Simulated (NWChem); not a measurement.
BeGeSiH₆; SMILES [SiH3][Be][GeH3]

```xyz
9

Be     0.0007    -0.6921     0.0002
Si     0.0003    -2.8897     0.0001
H     -1.3643    -3.4519     0.2736
H      0.9193    -3.4528     1.0448
H      0.4454    -3.4523    -1.3185
Ge     0.0005     1.5218     0.0001
H     -1.3312     2.1184    -0.5108
H      0.2239     2.1190     1.4086
H      1.1085     2.1189    -0.8979
```
Atoms are numbered in this order, from 1.

Computed with NWChem. Pople sets run with spherical d functions. All runs use the structure optimised with PBE0/def2-SVP. GIAO values for the isolated, static molecule; σ is the absolute isotropic shielding, δ = σ(reference) − σ with the isolated reference molecule computed at the same levels (1H: tetramethylsilane, 29Si: tetramethylsilane).

```json
[
 {"level": "LDA (Slater exchange, VWN5)/pcSseg-1", "σ Be1 (ppm)": "48.0", "δ Si2 (ppm)": "-154.2", "δ H3 (ppm)": "3.12", "σ Ge6 (ppm)": "1719.0", "δ H7 (ppm)": "3.16"},
 {"level": "BHandHLYP/pcSseg-1", "σ Be1 (ppm)": "?", "δ Si2 (ppm)": "?", "δ H3 (ppm)": "?", "σ Ge6 (ppm)": "?", "δ H7 (ppm)": "?"},
 {"level": "B3LYP/6-31G*", "σ Be1 (ppm)": "63.2", "δ Si2 (ppm)": "-99.5", "δ H3 (ppm)": "2.95", "σ Ge6 (ppm)": "1877.7", "δ H7 (ppm)": "2.97"}
]
```

Q: Some entries are withheld; supply them.

A: 
- BHandHLYP/pcSseg-1, σ Be1 (ppm): 57.9
- BHandHLYP/pcSseg-1, δ Si2 (ppm): -130.3
- BHandHLYP/pcSseg-1, δ H3 (ppm): 2.87
- BHandHLYP/pcSseg-1, σ Ge6 (ppm): 1788.4
- BHandHLYP/pcSseg-1, δ H7 (ppm): 2.77
